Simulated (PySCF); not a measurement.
**Spin-rotation constants: `Cc1cc(Br)cc(C(=O)Cl)c1`, C$_{8}$H$_{6}$BrClO**

Geometry:
```
atom   x (Å)   y (Å)   z (Å)
  C1  -2.358  -0.882  -0.578
  C2  -1.074  -0.205  -0.217
  C3  -1.079   1.124   0.196
  C4   0.107   1.744   0.549
 Br5   0.071   3.563   1.110
  C6   1.318   1.079   0.505
  C7   1.329  -0.251   0.092
  C8   2.553  -1.058   0.004
  O9   2.629  -2.194  -0.341
Cl10   4.031  -0.206   0.473
 C11   0.135  -0.882  -0.265
 H12  -2.171  -1.796  -1.134
 H13  -2.908  -1.137   0.327
 H14  -2.985  -0.224  -1.175
 H15  -2.008   1.671   0.243
 H16   2.231   1.580   0.784
 H17   0.173  -1.913  -0.582
```

Level of theory: GIAO CAM-B3LYP/pcSseg-1 magnetisability, rotational g tensor and spin-rotation constants, non-relativistic, gas phase in PySCF 2.14.0. Geometry: GFN2-xTB.

The calculation is non-relativistic, which matters for the atoms heavier than Zn.

Q: Give the nuclear spin-rotation constants along the inertial axes (H = +C I·J) beside the isotropic shieldings.

A: Rotational constants 0.8681, 0.4212, 0.2841 GHz. A star marks the isotopologue with that one atom substituted, in its own axes.
```
atom  isotope  Caa (kHz)  Cbb (kHz)  Ccc (kHz)  mean (kHz)  σ (ppm)
 Br5     79Br      0.812      0.759      0.736       0.769   1960.3
Cl10     35Cl      0.518      0.052      0.107       0.226    531.1
 H12       1H     -0.013     -0.029     -0.029      -0.024     29.5
 H13       1H     -0.093     -0.036      0.004      -0.042     29.0
 H14       1H     -0.039     -0.036     -0.015      -0.030     29.2
 H15       1H      0.066     -0.027     -0.030       0.003     23.9
 H16       1H     -0.078      0.048     -0.030      -0.020     23.2
 H17       1H      0.040     -0.011     -0.030       0.000     23.6
  C1     13C*      0.131      0.053      0.049       0.078    162.2
  C2     13C*      0.349      0.220      0.031       0.200     35.0
  C3     13C*      0.413      0.169      0.045       0.209     35.5
  C4     13C*      0.401      0.164      0.050       0.205     37.0
  C6     13C*      0.339      0.203      0.041       0.194     39.8
  C7     13C*      0.414      0.159      0.042       0.205     43.4
  C8     13C*      0.301      0.217      0.086       0.201      4.5
  O9     17O*     -0.716     -0.275     -0.026      -0.339   -240.8
 C11     13C*      0.388      0.178      0.035       0.200     45.1
```
For the geometry as given, no vibrational averaging.
